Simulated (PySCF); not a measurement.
B₂GeH₅O, BClGeH₃O, C₂H₈Ge₂, CH₁₀Ge₂Si and others (calculated)

Calculation on a computer-drawn molecule: optimised geometry and harmonic frequencies of an isolated molecule of the commonest isotopes, restricted reference for singlets and unrestricted otherwise, frozen core in MP2; on germanium a core potential holds 10 electrons, which the energies leave out, and 3d is frozen in MP2 and coupled-cluster steps. Program: PySCF 2.14.0.

Common to all runs: basis and core potential on germanium cc-pVDZ-PP ECP10MDF.

(1) B₂GeH₅O

Start structure:
```xyz
9
B2GeH5O
B      0.7381    -0.2862    -2.3065
B     -0.2233     0.6040    -1.4646
Ge     0.9521     1.6717    -0.2375
O      2.6058     1.2082    -0.3487
H      1.5018    -0.9912    -2.7639
H     -1.3938     0.8687    -1.4628
H      0.8786     3.1865    -0.3421
H      0.6329     1.4917     1.3111
H      3.2198     1.6398     0.2016
```

| Property | Result |
| --- | --- |
| charge | 0 |
| multiplicity | 2 |
| method | HF |
| basis | cc-pVDZ |
| rotational constants | 7.581, 3.836, 2.63 GHz |
| total energy | -420.4581 hartree |
| spin squared | 0.7571 |
| convergence status largest gradient component | 2.508e-05 hartree/bohr |

Drawn bonds:
```tsv
atom	other atom	order
1	2	1
2	3	1
3	4	1
1	5	1
2	6	1
3	7	1
3	8	1
4	9	1
```

Optimised structure:
```xyz
9
B2GeH5O
B      0.7494    -0.3168    -2.2678
B     -0.1917     0.6510    -1.4455
Ge     0.9131     1.7675    -0.0920
O      2.5909     1.1787    -0.3899
H      1.4943    -1.0204    -2.8546
H     -1.3780     0.7557    -1.5569
H      0.8880     3.2877    -0.3282
H      0.5720     1.5195     1.3877
H      3.2739     1.5705     0.1339
```

Modes:
```tsv
frequency (cm⁻¹)	reduced mass (dalton)
94.04	4.273
110.3	2.314
228.6	1.074
256.8	3.861
446.5	1.082
537.2	1.241
544.8	4.265
671.4	1.411
701	8.604
732.9	1.145
737.2	1.162
843	1.086
941.6	1.281
965.7	1.087
970.2	1.179
1151	5.821
2178	1.024
2199	1.016
2739	1.095
2897	1.111
4163	1.067
```

(2) BClGeH₃O

Start structure:
```xyz
7
BClGeH3O
Cl    -0.0219     2.0739     1.0849
B      1.0476     0.6252     1.0590
O      1.1167    -0.1497    -0.0113
Ge     0.2707    -0.1031    -1.6182
H      1.6794     0.4068     2.0466
H     -1.2205    -0.3436    -1.3566
H      0.9343    -1.2438    -2.3956
```

| Item | Value |
| --- | --- |
| charge | 0 |
| multiplicity | 2 |
| method | MP2 |
| basis | cc-pV(D+d)Z |
| rotational constants | 9.052, 1.676, 1.429 GHz |
| total energy | -854.7435 hartree |
| spin squared | 0.7538 |
| convergence status largest gradient component | 1.325e-05 hartree/bohr |

Drawn bonds:
```tsv
atom	other atom	order
1	2	1
2	3	1
3	4	1
2	5	1
4	6	1
4	7	1
```

Optimised structure:
```xyz
7
BClGeH3O
Cl    -0.0429     2.0366     0.9954
B      1.0460     0.6194     1.0583
O      1.1870    -0.2142     0.0109
Ge     0.2734    -0.0784    -1.5991
H      1.6555     0.4299     2.0766
H     -1.2194    -0.3179    -1.3041
H      0.9068    -1.2096    -2.4292
```

Modes:
```tsv
frequency (cm⁻¹)	reduced mass (dalton)
101.1	20.44
124.6	1.057
202.9	2.781
441.6	6.501
557.5	9.624
652.5	1.165
729	1.099
792.9	4.575
862.9	1.031
864.5	1.525
1121	1.207
1350	9.167
2139	1.015
2179	1.027
2710	1.096
```

(3) B₂GeH₅O

Start structure:
```xyz
9
B2GeH5O
B     -1.4089    -0.6236     2.1368
B     -1.4394     0.4951     1.1444
O     -0.5826     1.2432     0.3459
Ge     0.8650     1.3253    -0.3467
H     -1.7096    -1.4787     2.9324
H     -2.6384     1.0128     1.1330
H      0.7857     1.1960    -1.8467
H      1.8251     0.3346     0.2244
H      1.3686     2.7080    -0.0208
```

| Property | Result |
| --- | --- |
| charge | 0 |
| multiplicity | 2 |
| method | HF |
| basis | cc-pVDZ |
| rotational constants | 12.68, 2.528, 2.168 GHz |
| total energy | -420.4909 hartree |
| spin squared | 0.7609 |
| convergence status largest gradient component | 5.251e-06 hartree/bohr |

Drawn bonds:
```tsv
atom	other atom	order
1	2	1
2	3	1
3	4	1
1	5	1
2	6	1
4	7	1
4	8	1
4	9	1
```

Optimised structure:
```xyz
9
B2GeH5O
B     -1.1539    -0.4424     2.1139
B     -1.6485     0.7547     1.0723
O     -0.9030     1.4351     0.1679
Ge     0.8242     1.2665    -0.2655
H     -1.0297    -1.5389     2.5508
H     -2.8123     1.0738     1.1882
H      0.8830     0.9693    -1.7590
H      1.3989     0.1090     0.5582
H      1.5067     2.5855     0.0760
```

Modes:
```tsv
frequency (cm⁻¹)	reduced mass (dalton)
66.85	1.14
111.5	4.257
197.9	1.892
234.3	1.364
353.1	2.385
612.9	4.542
686.8	1.346
696.7	1.131
733.7	1.746
815.3	1.978
894.5	1.998
946	1.054
946.8	1.025
956.8	1.023
1180	1.512
1385	6.844
2225	1.022
2264	1.025
2278	1.014
2611	1.086
2835	1.104
```

(4) B₂GeH₅O

Start structure:
```xyz
9
B2GeH5O
B      1.1881    -2.7666     2.0181
Ge     0.8699    -1.3539     0.6778
B      1.5426     0.7339     0.1848
O      2.4646     1.1943    -0.5507
H      1.7804    -3.7200     1.7339
H      0.6632    -2.7308     3.0571
H     -0.3299    -1.6364    -0.1582
H      0.8102     1.5675     0.7836
H      3.0943     0.6837    -1.1259
```

| Quantity | Value |
| --- | --- |
| charge | 1 |
| multiplicity | 1 |
| method | HF |
| basis | cc-pVDZ |
| rotational constants | 13.31, 2.203, 2.056 GHz |
| total energy | -420.2657 hartree |
| convergence status largest gradient component | 3.098e-05 hartree/bohr |

Drawn bonds:
```tsv
atom	other atom	order
1	2	1
2	3	1
3	4	1
1	5	1
1	6	1
2	7	1
3	8	1
4	9	1
```

Optimised structure:
```xyz
9
B2GeH5O
B      1.2107    -2.6927     1.9881
Ge     0.7459    -1.2712     0.5423
B      1.5044     0.7145     0.2799
O      2.4988     1.0764    -0.4987
H      2.0023    -3.5364     1.7098
H      0.6687    -2.6104     3.0441
H     -0.4253    -1.6664    -0.3569
H      0.9027     1.5023     0.9426
H      2.9752     0.4557    -1.0307
```

Modes:
```tsv
frequency (cm⁻¹)	reduced mass (dalton)
64.22	2.517
117.8	2.861
183.1	1.329
287.8	2.382
385.7	1.314
456.5	2.224
536.3	1.364
541.7	4.869
667.1	1.313
684.6	1.142
895.2	1.279
952.7	1.317
1017	1.105
1169	1.213
1207	1.124
1461	8.305
2256	1.021
2738	1.044
2774	1.097
2864	1.132
4158	1.068
```

(5) C₂H₈Ge₂

Start structure:
```xyz
12
C2H8Ge2
Ge     1.9494     0.0089     1.7932
C      1.8058     0.3095     0.0029
C      0.4871     0.6290    -0.6589
Ge     0.2949    -0.6411    -2.2844
H      3.2432    -0.7486     2.1224
H      0.8845    -0.8459     2.3314
H      2.6047     0.6964    -0.5383
H     -0.3985     0.4271    -0.0124
H      0.4309     1.6469    -0.9814
H     -0.9192    -0.2783    -2.9271
H      1.4822    -0.3909    -3.1514
H      0.3336    -2.0472    -1.8540
```

| Property | Result |
| --- | --- |
| charge | 0 |
| multiplicity | 1 |
| method | HF |
| basis | cc-pVDZ |
| rotational constants | 11.7, 0.6835, 0.6719 GHz |
| total energy | -667.0667 hartree |
| convergence status largest gradient component | 8.541e-06 hartree/bohr |

Drawn bonds:
```tsv
atom	other atom	order
1	2	2
2	3	1
3	4	1
1	5	1
1	6	1
2	7	1
3	8	1
3	9	1
4	10	1
4	11	1
4	12	1
```

Optimised structure:
```xyz
12
C2H8Ge2
Ge     2.0053    -0.3355     1.6462
C      1.7623     0.3826     0.0473
C      0.4670     0.5915    -0.6832
Ge     0.2997    -0.5802    -2.2725
H      3.3914    -0.5152     2.2338
H      0.8577    -0.8292     2.5099
H      2.6599     0.6977    -0.4769
H     -0.3977     0.3996    -0.0441
H      0.3823     1.6248    -1.0346
H     -0.9520    -0.2052    -3.0826
H      1.5331    -0.4212    -3.1715
H      0.1896    -2.0439    -1.8300
```

Modes:
```tsv
frequency (cm⁻¹)	reduced mass (dalton)
61.73	5.675
130.7	1.109
203.3	2.143
245.9	2.058
385.3	1.407
451.9	1.277
521.7	1.261
527.6	1.042
611.8	1.34
693.6	2.18
794.2	2.281
871.4	1.19
905.8	1.463
913.8	1.047
927.8	1.101
964.1	1.029
965.2	1.028
1154	1.477
1225	1.556
1276	1.287
1450	1.541
1560	1.139
2194	1.022
2209	1.023
2223	1.013
2280	1.022
2293	1.018
3171	1.062
3230	1.102
3312	1.087
```

(6) CH₁₀Ge₂Si

Start structure:
```xyz
14
CH10Ge2Si
Ge    -0.6458     1.9833    -0.3330
C     -1.3451     0.4999     0.8213
Si    -0.0008    -0.0386     2.1400
Ge     1.9467    -0.7175     1.1136
H      0.5219     1.6829    -1.0016
H     -0.4115     3.2463     0.5232
H     -1.7494     2.3834    -1.3436
H     -2.2115     0.7395     1.3179
H     -1.4739    -0.3582     0.1928
H      0.2520     1.1011     3.0604
H     -0.5530    -1.1713     2.9680
H      1.7264    -1.3136    -0.3080
H      2.7403    -1.8229     1.8670
H      3.0432     0.2978     0.9280
```

| Item | Value |
| --- | --- |
| charge | 0 |
| multiplicity | 1 |
| method | HF |
| basis | cc-pV(D+d)Z |
| rotational constants | 3.807, 0.6464, 0.576 GHz |
| total energy | -919.3730 hartree |
| convergence status largest gradient component | 1.652e-05 hartree/bohr |

Drawn bonds:
```tsv
atom	other atom	order
1	2	1
2	3	1
3	4	1
1	5	1
1	6	1
1	7	1
2	8	1
2	9	1
3	10	1
3	11	1
4	12	1
4	13	1
4	14	1
```

Optimised structure:
```xyz
14
CH10Ge2Si
Ge    -0.7395     2.1316    -0.2746
C     -1.2395     0.5318     0.7624
Si    -0.0207    -0.0865     2.0648
Ge     2.0587    -0.8621     1.1278
H      0.5045     1.8488    -1.1254
H     -0.4386     3.3040     0.6664
H     -1.8941     2.5236    -1.2038
H     -2.1875     0.7546     1.2640
H     -1.4434    -0.2749     0.0507
H      0.2745     0.9961     3.0368
H     -0.6262    -1.2158     2.8159
H      1.8059    -1.8859     0.0112
H      2.9031    -1.5420     2.2139
H      2.8823     0.2889     0.5360
```

Modes:
```tsv
frequency (cm⁻¹)	reduced mass (dalton)
35.18	3.286
75.93	1.132
95.86	1.425
138.4	1.734
187.7	3.209
349.6	6.161
376.7	1.063
477.8	1.081
505.6	2.286
524.3	1.115
567.6	1.138
664.3	1.414
717.2	1.212
761.4	2.335
825.6	1.316
862	1.17
922	1.091
937.7	1.103
965.1	1.02
967.5	1.018
969.7	1.021
971.8	1.029
1027	1.048
1107	1.036
1177	1.43
1507	1.086
2198	1.023
2202	1.023
2211	1.023
2213	1.021
2217	1.015
2233	1.012
2284	1.046
2292	1.034
3174	1.06
3228	1.102
```

(7) GeH₅N₂Si

Start structure:
```xyz
9
GeH5N2Si
N      0.9168     1.8220     2.2429
Ge     0.9334     0.9967     0.8621
Si     1.7630    -1.1662    -0.1363
N      1.4355    -1.1809    -1.8127
H      1.2708     1.5611     3.1811
H      0.3832     1.8088    -0.2567
H      2.3882    -2.3749     0.2349
H      1.6633    -1.9823    -2.4212
H      0.9454    -0.4028    -2.2861
```

| Property | Result |
| --- | --- |
| charge | 1 |
| multiplicity | 1 |
| method | HF |
| basis | cc-pV(D+d)Z |
| rotational constants | 13.15, 1.635, 1.454 GHz |
| total energy | -693.8271 hartree |
| convergence status largest gradient component | 9.644e-06 hartree/bohr |

Drawn bonds:
```tsv
atom	other atom	order
1	2	2
2	3	1
3	4	1
1	5	1
2	6	1
3	7	1
4	8	1
4	9	1
```

Optimised structure:
```xyz
9
GeH5N2Si
N      1.0592     1.5510     2.3533
Ge     0.8321     1.2722     0.7255
Si     1.6012    -0.8348    -0.2168
N      1.4500    -1.2546    -1.7956
H      1.5109     0.8340     2.9025
H      0.1877     2.1918    -0.2763
H      2.2563    -1.8682     0.5894
H      1.7745    -2.1323    -2.1703
H      1.0277    -0.6776    -2.5037
```

Modes:
```tsv
frequency (cm⁻¹)	reduced mass (dalton)
51.95	3.88
106.4	3.96
197.8	5.86
313.3	1.179
334.8	6.571
386.4	1.278
681.8	1.04
685	1.214
717.2	1.065
766	1.079
810.1	1.063
874.2	1.53
970.2	1.295
1016	3.245
1056	5.068
1686	1.13
2350	1.021
2414	1.044
3730	1.052
3765	1.078
3827	1.098
```

(8) C₂H₇GeO

Start structure:
```xyz
11
C2H7GeO
O     -0.8129     1.3677    -1.3236
C     -0.6145     0.7434    -0.0516
C     -0.2140    -0.6978    -0.0899
Ge    -0.2860    -1.7861     1.4348
H     -1.3942     0.8101    -1.8897
H      0.2108     1.3623     0.4088
H     -1.5150     0.8648     0.5757
H      0.1243    -1.0619    -1.0959
H     -1.5279    -1.7111     2.1112
H      0.8315    -1.4197     2.3670
H     -0.0158    -3.2086     0.9885
```

| Quantity | Value |
| --- | --- |
| charge | 0 |
| multiplicity | 2 |
| method | HF |
| basis | cc-pVDZ |
| rotational constants | 23.69, 1.529, 1.499 GHz |
| total energy | -447.9952 hartree |
| spin squared | 0.7638 |
| convergence status largest gradient component | 4.684e-06 hartree/bohr |

Drawn bonds:
```tsv
atom	other atom	order
1	2	1
2	3	1
3	4	1
1	5	1
2	6	1
2	7	1
3	8	1
4	9	1
4	10	1
4	11	1
```

Optimised structure:
```xyz
11
C2H7GeO
O     -0.8954     1.2796    -1.3807
C     -0.5761     0.7914    -0.1069
C     -0.1640    -0.6548    -0.1164
Ge    -0.2718    -1.8425     1.4171
H     -1.6304     0.7907    -1.7205
H      0.2537     1.4102     0.2471
H     -1.4055     0.9512     0.5925
H      0.3915    -0.9691    -0.9970
H     -1.6536    -1.7184     2.0719
H      0.7882    -1.4896     2.4708
H     -0.0502    -3.2856     0.9575
```

Modes:
```tsv
frequency (cm⁻¹)	reduced mass (dalton)
50.14	1.174
71.57	3.037
199.7	3.325
344.1	1.756
370.7	1.976
452.5	1.151
594.2	1.25
631.5	1.215
757.3	2.802
928	1.05
959.6	1.025
968.9	1.03
992.5	1.357
1136	5.628
1180	2.759
1270	1.134
1321	1.403
1493	1.193
1535	1.365
1604	1.082
2195	1.023
2214	1.022
2236	1.014
3148	1.065
3193	1.099
3291	1.087
4142	1.067
```
